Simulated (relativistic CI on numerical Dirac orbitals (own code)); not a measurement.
# Magnetism of Mo+, 4d5, in a crystal field

Calculated by Dirac-Coulomb-Breit CI, separate exchange-only KLI orbitals for each configuration, QED by a radiative potential, valence Slater integrals scaled by 0.7, one configuration in a parametric crystal field (own radial code).

Field parameters in Wybourne normalisation: D3d B²₀ = −7Dσ, B⁴₀ = −14Dq − 21Dτ, B⁴₃ = −14√(10/7) Dq; D4h B²₀ = −7Ds, B⁴₀ = 21(Dq − Dt), B⁴₄ = 21√(5/14) Dq; Oh B⁴₀ = 21Dq, B⁴₄ = √(5/14) B⁴₀; Td as Oh with Dq negative (B⁴₀ = 21Dq, B⁴₄ = √(5/14) B⁴₀). The field is a parameter set, without covalency.

S is read from ⟨S²⟩ = S(S + 1).

Powder χT (cm³ K mol⁻¹) by Van Vleck's formula, with temperature-independent terms:

```tsv
Field	2 K	5 K	10 K	20 K	50 K	100 K	200 K	300 K
D3d, 10Dq = 15100, Dσ = -720, Dτ = 160 cm⁻¹	0.509	0.513	0.52	0.535	0.579	0.651	0.795	0.921
D3d, 10Dq = 16350, Dσ = -220, Dτ = -320 cm⁻¹	0.466	0.468	0.47	0.474	0.488	0.51	0.554	0.599
D4h, 10Dq = 10600, Ds = 2200, Dt = 750 cm⁻¹	2.94	3.59	4	4.22	4.33	4.34	4.35	4.35
D4h, 10Dq = 11550, Ds = -520, Dt = -420 cm⁻¹	0.542	0.545	0.551	0.563	0.599	0.658	0.776	0.886
Oh, 10Dq = 12600 cm⁻¹	0.53	0.534	0.542	0.558	0.604	0.682	0.837	0.984
Oh, 10Dq = 17250 cm⁻¹	0.497	0.501	0.509	0.523	0.566	0.638	0.779	0.903
Oh, 10Dq = 24700 cm⁻¹	0.469	0.473	0.48	0.494	0.536	0.605	0.741	0.857
Td, 10Dq = -10450 cm⁻¹	4.21	4.32	4.33	4.34	4.34	4.34	4.34	4.34
```

(1) For Oh, 10Dq = 12600 cm⁻¹: what effective moment follows at 300 K?

## Answers

(1) μ_eff = √(8χT) = 2.81 μB. The ground level has S = 0.59; the spin-only moment for S = 1/2 is 1.73 μB. The difference comes from the orbital moment, spin-orbit mixing of terms and temperature-independent paramagnetism, all larger in this ionic model than in covalent complexes.
